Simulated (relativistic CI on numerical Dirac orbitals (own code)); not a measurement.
**Crystal-field levels of Sc2+, 3d**

Calculated by Dirac-Coulomb-Breit CI, separate exchange-only KLI orbitals for each configuration, a model potential for QED, valence Slater integrals scaled by 0.8, one configuration in a parametric crystal field (own radial code).

Field parameters in Wybourne normalisation: Oh B⁴₀ = 21Dq, B⁴₄ = √(5/14) B⁴₀. The field is a parameter set, without covalency.

S is read from ⟨S²⟩ = S(S + 1).

Levels (cm⁻¹, degeneracy): 0 (4), 98 (2), 13683 (4).

Q: Which field gives this pattern?
A. Oh, 10Dq = 29250 cm⁻¹
B. Oh, 10Dq = 5850 cm⁻¹
C. Oh, 10Dq = 11050 cm⁻¹
D. Oh, 10Dq = 13650 cm⁻¹

A: D. Oh, 10Dq = 13650 cm⁻¹, ground level with S = 0.50.
